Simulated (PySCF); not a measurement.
Working with the constants of MoSe

PW91 constants of MoSe, ⁵Π (quintet), unpaired electrons σ ↑, π ↑, δ ↑↑ (PySCF, spin-free X2C with a Gaussian nucleus, basis sets Mo x2c-TZVPPall, Se x2c-TZVPPall; masses 97.9054 and 79.9165 u):

```
ωe                      : 336.3 cm⁻¹
ωexe                    : 1.1 cm⁻¹
Be                      : 0.074564 cm⁻¹
αe                      : 0.000270 cm⁻¹
D (centrifugal)         : 1.47e-08 cm⁻¹
De to Mo (4d5 5s1) + Se : 3.67 eV
```

**Question.** Give the vibrational terms G(v) and spacings up to v = 6.

**Answer.** G(v) = ωe(v+½) − ωexe(v+½)².

```json
{"v": "0", "G(v) (cm⁻¹)": "167.9", "G(v) − G(v−1)": "", "Bv (cm⁻¹)": "0.07443"}
{"v": "1", "G(v) (cm⁻¹)": "502.0", "G(v) − G(v−1)": "334.1", "Bv (cm⁻¹)": "0.07416"}
{"v": "2", "G(v) (cm⁻¹)": "833.9", "G(v) − G(v−1)": "331.9", "Bv (cm⁻¹)": "0.07389"}
{"v": "3", "G(v) (cm⁻¹)": "1163.6", "G(v) − G(v−1)": "329.7", "Bv (cm⁻¹)": "0.07362"}
{"v": "4", "G(v) (cm⁻¹)": "1491.1", "G(v) − G(v−1)": "327.5", "Bv (cm⁻¹)": "0.07335"}
{"v": "5", "G(v) (cm⁻¹)": "1816.4", "G(v) − G(v−1)": "325.3", "Bv (cm⁻¹)": "0.07308"}
{"v": "6", "G(v) (cm⁻¹)": "2139.5", "G(v) − G(v−1)": "323.1", "Bv (cm⁻¹)": "0.07281"}
```

**Question.** How well does the Morse estimate ωe²/(4ωexe) reproduce De, and what is D0?

**Answer.** It gives 3.19 eV, 87 % of the computed De. D0 = De − G(0) = 3.67 − 0.02 = 3.65 eV.

The metal atom is held in its measured ground configuration; semilocal functionals can put another filling of s and d lower by some tenths of an eV, and De to that atom would be smaller. Spin–orbit coupling is left out, which matters for elements this heavy, above all for dissociation energies. With d or f electrons several states lie close, and the lowest PBE0 determinant need not be the measured ground state.
